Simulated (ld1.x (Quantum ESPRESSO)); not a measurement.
**What one change does to a pseudopotential (Li, TM)**

```json
{"Element": "Li", "Generator": "ld1.x (Quantum ESPRESSO) 7.5", "Type": "norm-conserving Troullier–Martins (Kleinman–Bylander form)", "Functional": "PBE", "Relativity": "scalar-relativistic", "Frozen core": "none", "Valence charge": "3", "Reference configuration": "1s2 2s1 2p0", "Partial waves": "2p (bound, empty): rc 4.20 bohr; 1s (bound): rc 0.70 bohr", "Local potential": "the s channel", "Core correction": "none"}
```

Occupied shells without a wave of their own: 2s. They enter only through the test configuration that unscreens the potential.

Change: non-relativistic.

Cutoffs: the cutoffs (Ry, on a coarse ladder) from which the occupation-weighted sum of valence levels, in a spherical-Bessel basis at the reference potential, stays within 10 and 1 mRy of its value at 400 Ry; they do not see the model core or the augmentation charge, which bear on the density cutoff. Errors are all-electron minus pseudo energies relative to the spin-unpolarised reference configuration.

Question: What does the change do?

Answer: The errors of the 4 common tests hardly move; neither file shows a bound ghost.

| quantity | base | changed |
| --- | --- | --- |
| cutoff, loose | 160 Ry | 160 Ry |
| cutoff, tight | over 300 Ry | over 300 Ry |
| bound ghosts | none | none |
| error for 1s2 2s0 2p0, meV [ΔE 5.30 eV] | +22 | +21 |
| error for 1s2 2s0.5 2p0, meV [ΔE 2.05 eV] | +8.2 | +8.1 |
| error for 1s2 2s0 2p1, meV [ΔE 1.79 eV] | +7.5 | +7.4 |
| error for 1s1 2s1 2p0, meV [ΔE 68.41 → 68.40 eV] | +116 | +117 |
| s: phases at 4.57 bohr within 0.05 rad from the reference energy up to (Ry; the scan ends near 5) | 0.8 | 0.9 |
| p: phases at 4.57 bohr within 0.05 rad from the reference energy up to (Ry; the scan ends near 5) | 0.6 | 0.6 |
